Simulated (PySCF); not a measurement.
## Ionisation energy of Mn⁴⁺ by level of theory

Mn⁴⁺ [Ar] 3d3 (4F) → Mn⁵⁺ [Ar] 3d2 (3F), as a difference of total energies. Calculation: PySCF 2.14, in an even-tempered Gaussian basis (21 s from 0.09 bohr⁻², ratio 2.5; 14 p from 0.12 bohr⁻², ratio 2.5; 10 d from 0.12 bohr⁻², ratio 2.5; 5 f from 0.71 bohr⁻², ratio 2.7; 5 g from 1.1 bohr⁻², ratio 2.7); scalar relativity by spin-free X2C-1e. Correlated levels: outer shells: [Ne] frozen; virtual orbitals above 40 to 60 times the deepest correlated orbital energy dropped. The calculations carry no spin-orbit coupling.

```
                method  ionisation energy (eV)
                   UHF                  71.427
                   PBE                  72.757
                  PBE0                  72.719
    MP2 (outer shells)                  72.382
SCS-MP2 (outer shells)                  72.126
```

Question: Estimate what r2SCAN gives.

Answer: 72.933 eV, closest to PBE among the rows shown.

Question: Estimate what LDA gives.

Answer: 73.028 eV, closest to PBE among the rows shown.

A first-order spin-orbit estimate (lowest level to lowest level, LS coupling) adds -0.013 eV.

For comparison: 72.41 ± 0.1 eV (semi-empirical (NIST evaluation); NIST Atomic Spectra Database, ionization energies).
